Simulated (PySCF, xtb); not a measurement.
FI3Si. Atoms are numbered in the order given.

```xyz
5

F      0.0000     0.0000     2.1778
Si     0.0000     0.0000     0.5602
I      2.0188     1.1655    -0.1726
I      0.0000    -2.3311    -0.1726
I     -2.0188     1.1655    -0.1726
```
Charge 0, spin multiplicity 1.

Coordinates come from a B3LYP-D3(BJ)/def2-SVP optimisation. The def2 effective core potentials stand for the cores of I; spin–orbit coupling is left out.

The numbers are results of C-PCM-ωB97X/def2-SVP in PySCF, not measurements.

The values are the electrostatic part of the solvation free energy, E(continuum) − E(gas) at the gas-phase geometry, in a cavity of scaled van der Waals radii (PySCF's table); cavitation and dispersion terms are not included. In vacuum the orbital gap is 9.49 eV. The dipole moment in vacuum is 1.01 D.

Computed values in water (ε = 78.36), ethanol (ε = 24.85), tetrahydrofuran (ε = 7.43):
```csv
solvent,ε,ΔG(elec) (kcal/mol),dipole (D),gap (eV)
water,78.36,-1.9,1.28,9.56
ethanol,24.85,-1.9,1.27,9.56
tetrahydrofuran,7.43,-1.7,1.24,9.55
```

For comparison, GFN2-xTB/ALPB(water) (xtb, at the GFN2-xTB geometry, all terms of that model) gives -2.5 kcal/mol.
